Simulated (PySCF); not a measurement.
# Ruthenium: a sound run and one with changed settings

Sound run: Ru²⁺ [Kr] 4d6, Ru³⁺ [Kr] 4d5. Calculation: PySCF 2.14, in cc-pVDZ-PP with ECP28MDF (4s4p3d1f, 38 functions); a scalar-relativistic core potential. In the sound run the correlated levels freeze 4s2 4p6 outside the core potential. The sound run starts from symmetry-adapted Hartree-Fock orbitals and uses a fine grid where one is needed.

Changed run: all electrons correlated in a basis built for the valence shell.

```json
{"species": "Ru²⁺", "method": "MP2", "sound run (hartree)": "-93.10655", "changed run (hartree)": "-93.28518", "converged": "yes"}
{"species": "Ru³⁺", "method": "MP2", "sound run (hartree)": "-92.10213", "changed run (hartree)": "-92.27888", "converged": "yes"}
```

Ionisation energy of Ru²⁺:

```csv
method,sound run (eV),changed run (eV)
UHF,26.438,26.438
MP2,27.331,27.383
SCS-MP2,27.455,27.366
```

A valence basis has no tight correlating functions, so it recovers only part of the core correlation, and not evenly between atom and ion.

For comparison, NIST gives 28.47 eV between the lowest levels.
